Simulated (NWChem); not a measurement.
System: C$_{2}$H$_{5}$NOSi; SMILES C1=N[SiH2]CO1

Here is an NWChem input.

```
start job
memory heap 200 mb stack 900 mb global 1100 mb
geometry units angstroms noautoz
  C      0.918066     1.053241     0.000000
  N      1.335632    -0.149584     0.000000
  Si    -0.081359    -1.193364     0.000000
  C     -1.297900     0.298834     0.000000
  O     -0.386511     1.442266     0.000000
  H      1.568431     1.929932     0.000000
  H     -0.176262    -2.053484     1.208097
  H     -0.176262    -2.053484    -1.208097
  H     -1.930672     0.389968    -0.887592
  H     -1.930672     0.389968     0.887592
end
basis spherical
  * library def2-tzvp
end
dft
  xc xpbe96 cpbe96
  iterations 150
  semidirect filesize 400000000
  mulliken
end
task dft energy
```

Parts of the log:

```
             Northwest Computational Chemistry Package (NWChem) 7.3.0
             --------------------------------------------------------

 CS  symmetry detected

                             Geometry "geometry" -> ""
                             -------------------------

 Output coordinates in angstroms (scale by  1.889725989 to convert to a.u.)

  No.       Tag          Charge          X              Y              Z
 ---- ---------------- ---------- -------------- -------------- --------------
    1 C                    6.0000     0.90965534     1.04605060     0.00000000
    2 N                    7.0000     1.33205141    -0.15508674     0.00000000
    3 Si                  14.0000    -0.08073381    -1.20455236     0.00000000
    4 C                    6.0000    -1.30326125     0.28274503     0.00000000
    5 O                    8.0000    -0.39647439     1.42983013     0.00000000
    6 H                    1.0000     1.55649218     1.92534795     0.00000000
    7 H                    1.0000    -0.17217973    -2.06504678     1.20809700
    8 H                    1.0000    -0.17217973    -2.06504678    -1.20809700
    9 H                    1.0000    -1.93639436     0.37133555    -0.88759200
   10 H                    1.0000    -1.93639436     0.37133555     0.88759200

 Effective nuclear repulsion energy (a.u.)     225.9110820163

      Symmetry information
      --------------------

 Group name             Cs
 Group number              2
 Group order               2
 No. of unique centers     8

  pbe96 is a nonlocal functional; adding pw91lda local functional.

                                 NWChem DFT Module
                                 -----------------

 Summary of "ao basis" -> "ao basis" (spherical)
 ------------------------------------------------------------------------------
       Tag                 Description            Shells   Functions and Types
 ---------------- ------------------------------  ------  ---------------------
 C                         def2-tzvp                11       31   5s3p2d1f
 N                         def2-tzvp                11       31   5s3p2d1f
 Si                        def2-tzvp                13       37   5s5p2d1f
 O                         def2-tzvp                11       31   5s3p2d1f
 H                         def2-tzvp                 4        6   3s1p

      Symmetry analysis of basis
      --------------------------

        a'        126
        a"         65

            General Information
            -------------------
          SCF calculation type: DFT
          Wavefunction type:  closed shell.
          No. of atoms     :    10
          No. of electrons :    46
           Alpha electrons :    23
            Beta electrons :    23
          Charge           :     0
          Spin multiplicity:     1
          Use of symmetry is: on ; symmetry adaption is: on
          Maximum number of iterations: 150
          AO basis - number of functions:   191
                     number of shells:    77
          Convergence on energy requested:  1.00D-06
          Convergence on density requested:  1.00D-05
          Convergence on gradient requested:  5.00D-04

              XC Information
              --------------
          PerdewBurkeErnzerhof Exchange Functional  1.000
            Perdew 1991 LDA Correlation Functional  1.000 local
           PerdewBurkeErnz. Correlation Functional  1.000 non-local

             Grid Information
             ----------------
          Grid used for XC integration:  medium
          Radial quadrature: Mura-Knowles
          Angular quadrature: Lebedev.
          Tag              B.-S. Rad. Rad. Pts. Rad. Cut. Ang. Pts.
          ---              ---------- --------- --------- ---------
          C                   0.70       49          11.0       434
          N                   0.65       49          10.0       434
          Si                  1.10       88          11.0       590
          O                   0.60       49          11.0       434
          H                   0.35       45          12.0       434
          Grid pruning is: on
          Number of quadrature shells:   419
          Spatial weights used:  Erf1

      Superposition of Atomic Density Guess
      -------------------------------------

 Sum of atomic energies:        -495.77297197

      Non-variational initial energy
      ------------------------------

 Total energy =    -498.322964
 1-e energy   =   -1129.859284
 2-e energy   =     405.625238
 HOMO         =      -0.339905
 LUMO         =       0.015749

      Symmetry analysis of molecular orbitals - initial
      -------------------------------------------------

  Numbering of irreducible representations:

     1 a'          2 a"

  Orbital symmetries:

     1 a'          2 a'          3 a'          4 a'          5 a'
     6 a'          7 a'          8 a"          9 a'         10 a'
    11 a'         12 a'         13 a'         14 a'         15 a'
    16 a"         17 a'         18 a'         19 a"         20 a"
    21 a'         22 a'         23 a"         24 a"         25 a'
    26 a'         27 a'         28 a'         29 a"         30 a'
    31 a'         32 a"         33 a'

------------------------------------------------------------
EAF file 0: "./job.aoints.0" size=460849152 bytes
------------------------------------------------------------
               write      read    awrite     aread      wait
               -----      ----    ------     -----      ----
     calls:      879         0         0         0         0
   data(b): 4.61e+08  0.00e+00  0.00e+00  0.00e+00
   time(s): 0.00e+00  0.00e+00  0.00e+00  0.00e+00  0.00e+00
rate(mb/s): 0.00e+00  0.00e+00
------------------------------------------------------------

     ---------------------------------------------
      Total Density - Mulliken Population Analysis
     ---------------------------------------------

    Atom       Charge   Shell Charges
 -----------   ------   -------------------------------------------------------
    1 C    6     5.41   0.86  1.12  0.54  0.57  0.08  0.96  0.90  0.22  0.04  0.10  0.02
    2 N    7     7.85   0.82  1.15  0.60  0.90  0.21  1.59  1.86  0.69  0.01  0.03  0.00
    3 Si  14    13.40   2.00  0.59  1.39  0.86  0.43  4.11  1.73  0.51  1.15  0.35  0.12  0.13  0.04
    4 C    6     6.25   0.86  1.12  0.54  0.69  0.12  1.12  1.34  0.38  0.02  0.06  0.01
    5 O    8     8.41   0.79  1.18  0.59  0.95  0.24  1.88  2.08  0.67  0.00  0.03  0.00
    6 H    1     0.86   0.24  0.46  0.14  0.02
    7 H    1     1.05   0.23  0.55  0.27  0.01
    8 H    1     1.05   0.23  0.55  0.27  0.01
    9 H    1     0.85   0.25  0.45  0.13  0.02
   10 H    1     0.85   0.25  0.45  0.13  0.02

   convergence    iter        energy       DeltaE   RMS-Dens  Diis-err
 ---------------- ----- ----------------- --------- --------- ---------
 d= 0,ls=0.0,diis     1   -498.2705832974 -7.24D+02  6.87D-03  1.47D+00
 d= 0,ls=0.0,diis     2   -497.9787835858  2.92D-01  5.85D-03  3.59D+00
 d= 0,ls=0.0,diis     3   -498.3108460073 -3.32D-01  2.79D-03  6.52D-01
 d= 0,ls=0.0,diis     4   -498.3516143566 -4.08D-02  1.18D-03  3.59D-01
 d= 0,ls=0.0,diis     5   -498.3840322463 -3.24D-02  2.48D-04  3.36D-03
  Resetting Diis
 d= 0,ls=0.0,diis     6   -498.3842843865 -2.52D-04  1.11D-04  6.35D-04
 d= 0,ls=0.0,diis     7   -498.3843610430 -7.67D-05  5.16D-05  2.73D-05
 d= 0,ls=0.0,diis     8   -498.3843550109  6.03D-06  3.19D-05  7.62D-05
 d= 0,ls=0.0,diis     9   -498.3843648845 -9.87D-06  3.82D-06  1.18D-06
 d= 0,ls=0.0,diis    10   -498.3843649568 -7.23D-08  1.77D-06  4.98D-07

         Total DFT energy =     -498.384364956819
      One electron energy =    -1133.729354518629
           Coulomb energy =      458.189174870623
    Exchange-Corr. energy =      -48.755267325079
 Nuclear repulsion energy =      225.911082016266

 Numeric. integr. density =       45.999974693029

                  Occupations of the irreducible representations
                  ----------------------------------------------

                     irrep           alpha         beta
                     --------     --------     --------
                     a'               18.0         18.0
                     a"                5.0          5.0

                       DFT Final Molecular Orbital Analysis
                       ------------------------------------

 Vector   21  Occ=2.000000D+00  E=-2.815560D-01  Symmetry=a'
              MO Center= -6.4D-01,  8.9D-02,  1.3D-14, r^2= 2.9D+00
   Bfn.  Coefficient  Atom+Function         Bfn.  Coefficient  Atom+Function
  ----- ------------  ---------------      ----- ------------  ---------------
   137      0.256484   5 O  py              106     -0.231110   4 C  py
    78      0.213659   3 Si py              140      0.210604   5 O  py
   109     -0.189504   4 C  py              143      0.154054   5 O  py
    77     -0.147722   3 Si px              105      0.134883   4 C  px
   108      0.112521   4 C  px               69     -0.090180   3 Si py

 Vector   22  Occ=2.000000D+00  E=-2.412053D-01  Symmetry=a"
              MO Center=  2.2D-01,  2.7D-01,  7.1D-15, r^2= 3.2D+00
   Bfn.  Coefficient  Atom+Function         Bfn.  Coefficient  Atom+Function
  ----- ------------  ---------------      ----- ------------  ---------------
   138      0.318073   5 O  pz               39     -0.270793   2 N  pz
   141      0.263588   5 O  pz               42     -0.231566   2 N  pz
   144      0.204499   5 O  pz               45     -0.163705   2 N  pz
   170      0.109151   7 H  s               176     -0.109151   8 H  s
     8     -0.103063   1 C  pz              169      0.098645   7 H  s

 Vector   23  Occ=2.000000D+00  E=-2.368590D-01  Symmetry=a'
              MO Center=  1.1D+00,  2.4D-02, -7.7D-15, r^2= 2.1D+00
   Bfn.  Coefficient  Atom+Function         Bfn.  Coefficient  Atom+Function
  ----- ------------  ---------------      ----- ------------  ---------------
    37      0.366234   2 N  px               40      0.303864   2 N  px
    43      0.231839   2 N  px               35      0.182657   2 N  s
    77     -0.120369   3 Si px               34      0.112856   2 N  s
   136      0.111833   5 O  px               66     -0.104688   3 Si s
   106     -0.100393   4 C  py              139      0.095441   5 O  px

 Vector   24  Occ=0.000000D+00  E=-4.372349D-02  Symmetry=a"
              MO Center=  7.6D-01,  5.6D-01,  3.5D-15, r^2= 2.7D+00
   Bfn.  Coefficient  Atom+Function         Bfn.  Coefficient  Atom+Function
  ----- ------------  ---------------      ----- ------------  ---------------
    14      0.476821   1 C  pz                8      0.373231   1 C  pz
    11      0.370911   1 C  pz               45     -0.303515   2 N  pz
   170      0.253384   7 H  s               176     -0.253384   8 H  s
   182     -0.252167   9 H  s               188      0.252167  10 H  s
    82     -0.250549   3 Si pz               39     -0.237768   2 N  pz

 Vector   25  Occ=0.000000D+00  E=-2.325878D-02  Symmetry=a'
              MO Center= -4.9D-01, -1.2D+00, -7.1D-15, r^2= 4.4D+00
   Bfn.  Coefficient  Atom+Function         Bfn.  Coefficient  Atom+Function
  ----- ------------  ---------------      ----- ------------  ---------------
    80      1.044371   3 Si px              104      1.018387   4 C  s
   111      0.392713   4 C  px              164     -0.363438   6 H  s
    13      0.356423   1 C  py              135     -0.329374   5 O  s
    77      0.321608   3 Si px               44      0.316201   2 N  py
     5     -0.288117   1 C  s                67     -0.283329   3 Si s

 Vector   26  Occ=0.000000D+00  E= 2.457460D-03  Symmetry=a'
              MO Center= -5.4D-01, -6.9D-01,  8.6D-14, r^2= 6.1D+00
   Bfn.  Coefficient  Atom+Function         Bfn.  Coefficient  Atom+Function
  ----- ------------  ---------------      ----- ------------  ---------------
   104      2.614021   4 C  s                81     -1.294735   3 Si py
   182     -0.990377   9 H  s               188     -0.990377  10 H  s
    36      0.692803   2 N  s               170     -0.586757   7 H  s
   176     -0.586757   8 H  s                67     -0.579614   3 Si s
     5     -0.476012   1 C  s                80      0.406874   3 Si px

------------------------------------------------------------
EAF file 0: "./job.aoints.0" size=594018304 bytes
------------------------------------------------------------
               write      read    awrite     aread      wait
               -----      ----    ------     -----      ----
     calls:     1133         9         0     10188     10188
   data(b): 5.94e+08  4.72e+06  0.00e+00  5.34e+09
   time(s): 0.00e+00  0.00e+00  0.00e+00  0.00e+00  0.00e+00
rate(mb/s): 0.00e+00  0.00e+00
------------------------------------------------------------

     ---------------------------------------------
      Total Density - Mulliken Population Analysis
     ---------------------------------------------

    Atom       Charge   Shell Charges
 -----------   ------   -------------------------------------------------------
    1 C    6     5.93   0.86  1.11  0.56  0.57  0.06  1.27  1.05  0.27  0.04  0.13  0.02
    2 N    7     7.29   0.82  1.15  0.58  0.84  0.20  1.51  1.53  0.63  0.01  0.03  0.00
    3 Si  14    13.72   2.01  0.57  1.39  0.91  0.37  4.13  1.67  0.63  1.33  0.32  0.16  0.19  0.04
    4 C    6     6.20   0.85  1.12  0.52  0.67  0.07  1.29  1.25  0.34  0.02  0.06  0.01
    5 O    8     8.18   0.79  1.18  0.60  0.93  0.26  1.88  1.86  0.63  0.00  0.04  0.00
    6 H    1     0.88   0.27  0.47  0.11  0.02
    7 H    1     1.03   0.25  0.53  0.24  0.01
    8 H    1     1.03   0.25  0.53  0.24  0.01
    9 H    1     0.87   0.27  0.47  0.11  0.02
   10 H    1     0.87   0.27  0.47  0.11  0.02

     -------------------------------------------
      Total Density - Lowdin Population Analysis
     -------------------------------------------

    Atom       Charge   Shell Charges
 -----------   ------   -------------------------------------------------------
    1 C    6     6.38   0.91  1.04  0.38  0.32  0.17  1.08  1.17  0.51  0.06  0.64  0.10
    2 N    7     7.03   0.89  1.07  0.45  0.46  0.27  1.34  1.57  0.83  0.01  0.13  0.01
    3 Si  14    13.75   2.00  0.83  1.09  0.51  0.30  3.85  1.87  0.72  1.15  0.56  0.16  0.53  0.17
    4 C    6     6.40   0.91  1.04  0.39  0.36  0.19  1.12  1.36  0.62  0.02  0.34  0.05
    5 O    8     7.77   0.87  1.09  0.53  0.54  0.27  1.72  1.80  0.83  0.00  0.11  0.01
    6 H    1     0.87   0.26  0.39  0.17  0.06
    7 H    1     1.03   0.25  0.47  0.29  0.02
    8 H    1     1.03   0.25  0.47  0.29  0.02
    9 H    1     0.87   0.26  0.39  0.16  0.06
   10 H    1     0.87   0.26  0.39  0.16  0.06

     Multipole analysis of the density
     ---------------------------------

     L   x y z        total         alpha         beta         nuclear
     -   - - -        -----         -----         ----         -------
     0   0 0 0     -0.000000    -23.000000    -23.000000     46.000000

     1   1 0 0     -0.709623     -0.354812     -0.354812      0.000000
     1   0 1 0      0.068849      0.034424      0.034424     -0.000000
     1   0 0 1      0.000000      0.000000      0.000000      0.000000

     2   2 0 0    -28.285247    -83.611066    -83.611066    138.936884
     2   1 1 0      2.332694     -0.884146     -0.884146      4.100986
     2   1 0 1     -0.000000     -0.000000     -0.000000      0.000000
     2   0 2 0    -27.882920   -114.633881   -114.633881    201.384842
     2   0 1 1     -0.000000     -0.000000     -0.000000      0.000000
     2   0 0 2    -27.677572    -21.864103    -21.864103     16.050634
```

Level: PBE/def2-TZVP. All runs use the structure optimised with B3LYP/6-31G* (spherical d).
